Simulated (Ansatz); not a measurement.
One change: `BOCO[SiH3]` becomes `[OH][AlH][CH2]O[SiH3]`.

Ansatz, PBE0-D4/def2-TZVP geometries, multiplicity 1. Each molecule was computed in one conformer, which needn't be the lowest.

```tsv
property	`BOCO[SiH3]`
HOMO–LUMO gap (PBE0/def2-TZVPP) / eV	8.07
HOMO–LUMO gap (ωB97M-V/def2-TZVPP) / eV	12.26
LUMO energy (PBE0/def2-TZVPP) / eV	-0.59
HOMO energy (PBE/def2-TZVPP) / eV	-7.20
HOMO energy (PBE0/def2-TZVPP) / eV	-8.66
LUMO energy (ωB97M-V/def2-TZVPP) / eV	1.26
```

(1) What does the change do to each property? (An estimate is asked.)

Answers

(1) Computed: 
```
                               property  `[OH][AlH][CH2]O[SiH3]`  shift
   HOMO–LUMO gap (PBE0/def2-TZVPP) / eV                     6.59  -1.48
HOMO–LUMO gap (ωB97M-V/def2-TZVPP) / eV                    10.63  -1.63
     LUMO energy (PBE0/def2-TZVPP) / eV                    -0.76  -0.17
      HOMO energy (PBE/def2-TZVPP) / eV                    -6.03   1.17
     HOMO energy (PBE0/def2-TZVPP) / eV                    -7.35   1.31
  LUMO energy (ωB97M-V/def2-TZVPP) / eV                     1.01  -0.25
```

With PBE0 the HOMO rises by 1.31 eV and the LUMO falls by 0.17 eV, so the gap narrows by about 1.48 eV. PBE moves the HOMO by 1.17 eV and ωB97M-V by 1.38 eV.
